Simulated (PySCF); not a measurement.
C2H8Ti, SMILES [CH3][TiH2][CH3], multiplicity 1. Heavy atoms are numbered as in [TiH2:1]([CH3:2])[CH3:6]. Hydrogens are named by the atom that carries them.

Geometry optimised at B3LYP-D3(BJ)/def2-SVP. The spin state was assumed, not searched. The structure was generated by enumeration; whether it is a known compound was not checked.

Level of theory: PySCF with KT2/pcSseg-1.

GIAO shieldings, no solvent; atoms alike by connectivity are averaged. δ = σ(ref) − σ: ¹³C against TMS (σ = 185.1 ppm); ¹H against TMS (σ = 31.47 ppm), references at their B3LYP-D3(BJ)/def2-TZVP geometries, non-relativistic.

```tsv
atoms	nucleus	count	δ (ppm)
C2 (CH3)	¹³C	2	100.3
H on Ti1	¹H	2	(withheld)
H on C2	¹H	6	3.42
```

What belongs in the gaps? (The exact figures need the calculation; the answer reports its results.)


- H on Ti1, δ (ppm): 9.95
